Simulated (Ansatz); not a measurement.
`NC[SiH](N)N` + `[SiH3]N[SiH2][SiH2]Cl` → `N[SiH](N)N[SiH3]` + `NC[SiH2][SiH2]Cl`  (redistribution)

Isolated molecules relaxed with PBE0-D4/def2-TZVP in Ansatz; ΔE leaves out vibrations. CCSD(T)/CBS is the MP2 limit (def2-TZVPP, def2-QZVPP) plus CCSD(T) − MP2 in def2-TZVPP, frozen cores. Functionals use def2-TZVPP. Each species was taken in one conformer, which may not be the lowest.

```json
{"level": "PBE0-D4", "ΔE (kJ/mol)": "-29.2"}
{"level": "ωB97X-V", "ΔE (kJ/mol)": "-29.1"}
{"level": "r2SCAN", "ΔE (kJ/mol)": "-31.0"}
{"level": "SCS-MP2/def2-TZVPP", "ΔE (kJ/mol)": "-31.0"}
{"level": "CCSD(T)/def2-TZVPP", "ΔE (kJ/mol)": "-31.2"}
{"level": "MP2/def2-QZVPP", "ΔE (kJ/mol)": "-30.4"}
{"level": "SCS-MP2/def2-QZVPP", "ΔE (kJ/mol)": "-30.1"}
{"level": "CCSD/CBS(def2)", "ΔE (kJ/mol)": "-30.0"}
```

Question: What does CCSD(T)/CBS give? (Estimate.)

Answer: Ansatz gave: -29.6 kJ/mol. The listed levels differ from it by 0.4, 0.5, -1.4, -1.4, -1.6, -0.8, -0.5, -0.4 kJ/mol.

Largest T1 diagnostic among the species: 0.011.

In def2-TZVPP, CCSD(T) changes the Hartree–Fock value by +3.3 kJ/mol (the triples alone add +0.4 kJ/mol) and MP2 by +3.0 kJ/mol. The D4 term adds +5.5 kJ/mol with B3LYP and +3.1 kJ/mol with PBE0; it sums over pairs of atoms, weighted by their polarisabilities, and B3LYP, whose exchange is more repulsive, gets the larger term.

B3LYP here is the variant with VWN-RPA as its local correlation; programs differ in this.
